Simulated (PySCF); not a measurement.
CH₆ClFSi₃, SMILES F[Si@]1(Cl)C[SiH2][SiH2]1.

The structure is a stationary point at PBE-D3(BJ)/def2-SVP. The structure was generated by enumeration; whether it is a known compound was not checked.

Level of theory: PBE/def2-TZVP (PySCF).

Computed frontier levels, gap, dipole moment and polarisability:
```yaml
highest_occupied_level: -6.55 eV
lowest_empty_level: -2.07 eV
orbital_gap: 4.48 eV
dipole_moment: 2.02 D
quadrupole, principal values (traceless, Buckingham form, about the centre of nuclear charge): -3.49, -1.80, 5.28 D·Å
mean_static_polarisability: 109.8 bohr³ (16.27 Å³)
polarisability_principal_values: 87.0, 109.7, 132.7 bohr³
```
